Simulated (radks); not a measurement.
Question: These are the eigenvalues of the occupied orbitals of an atom or ion with whole-number occupations (Ry). Calculated with a radial shooting solver on a logarithmic mesh with Libxc functionals: scalar-relativistic Kohn-Sham, HCTH/407, spin-unpolarised, spherical densities, point nucleus.

orbital  eigenvalue
1s        -203.0656
2s        -19.62855
2p        -15.16129
3s         -2.38394
3p         -1.45010

Which element is it, and in what charge state? The configuration may be excited.

Answer: Z = 17, chlorine, charge +1: Cl+ in [Ne] 3s2 3p4. The list shows which subshells hold electrons but not how many an open one holds; the 1s level, -101.53 hartree, gives Z - s = 14.3 by -(Z - s)^2/2, which with screening and relativity narrows Z to a few neighbours, and the depths of the outer levels then fix element, charge and occupations together.
